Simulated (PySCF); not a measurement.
TiEtCl3, C2H5Cl3Ti (singlet state).
SMILES: `C[CH2][Ti]([Cl])([Cl])[Cl]`

Computed with PBE0-D3(BJ)/def2-SVP geometry optimisation, gas phase (PySCF 2.14.0).

Take the most abundant isotopes and a rigid rotor. 

(1) Give the principal moments of inertia and the rotational constants in GHz.

(2) What kind of rotor is it?

(3) Is it planar, by Δ = Ic − Ia − Ib?

(4) List the rotational levels J(Ka,Kc) to J = 3 (MHz).

(5) Which lines would a microwave search look for?

Results:

(1) Ia = 400.00, Ib = 456.95, Ic = 531.74 u·Å²; 505379 MHz·u·Å²/I gives 1263, 1106 and 950.4 MHz, that is A = 1.2634, B = 1.1060, C = 0.9504 GHz.

(2) An asymmetric top. Ray's parameter κ = (2B − A − C)/(A − C) = -0.006; −1 is the prolate and +1 the oblate limit.

(3) Not planar: Δ = Ic − Ia − Ib = -325.21 u·Å². For a rigid frame Δ = −2 Σ m c², so Σ m c² = 162.60 u·Å² lies off the ab plane: 19.41 from hydrogen and 143.19 from heavier atoms. The atom farthest from that plane is 2.60 Å away.

(4) Above 0(0,0):
J = 1: 1(0,1) 2056, 1(1,1) 2214, 1(1,0) 2369
J = 2: 2(0,2) 6098, 2(1,2) 6171, 2(1,1) 6638, 2(2,1) 7110, 2(2,0) 7182
J = 3: 3(0,3) 12044, 3(1,3) 12069, 3(1,2) 12979, 3(2,2) 13279, 3(2,1) 13573, 3(3,1) 14494, 3(3,0) 14517
The levels of one J sum to (2J + 1)J(J + 1)(A + B + C)/3.

(5) The dipole components are |μa| = 1.12 D, |μb| = 0.03 D, |μc| = 1.70 D. The squared components, which scale the intensities, stand as 0.43 : 0.00 : 1.00 (a : b : c). Some lines, for components of 0.1 D or more:

| type | branch | J(Ka,Kc) | MHz | lower level (cm⁻¹) |
| --- | --- | --- | --- | --- |
| a | Q | 2(1,1) ← 2(1,2) | 467 | 0.206 |
| c | Q | 2(2,1) ← 2(1,1) | 472 | 0.221 |
| a | R | 1(0,1) ← 0(0,0) | 2056 | 0.000 |
| c | R | 1(1,0) ← 0(0,0) | 2369 | 0.000 |
| a | R | 2(1,2) ← 1(1,1) | 3957 | 0.074 |
| a | R | 2(0,2) ← 1(0,1) | 4041 | 0.069 |
| a | R | 2(1,1) ← 1(1,0) | 4268 | 0.079 |
| c | R | 2(1,1) ← 1(0,1) | 4581 | 0.069 |
| c | R | 2(2,0) ← 1(1,0) | 4812 | 0.079 |
| c | R | 2(2,1) ← 1(1,1) | 4896 | 0.074 |

No frequency check. Zero-point vibration and centrifugal distortion are left out. A rigid rotor knows nothing of internal rotation, which can split or shift real lines. Quadrupole hyperfine structure (35Cl) is left out.

Hardware: AMD EPYC, one thread, shared host with 64 logical CPUs at a one-minute load of 61. Cost: 3.9 min wall, 0.54 GiB resident at most. This is the geometry optimisation.
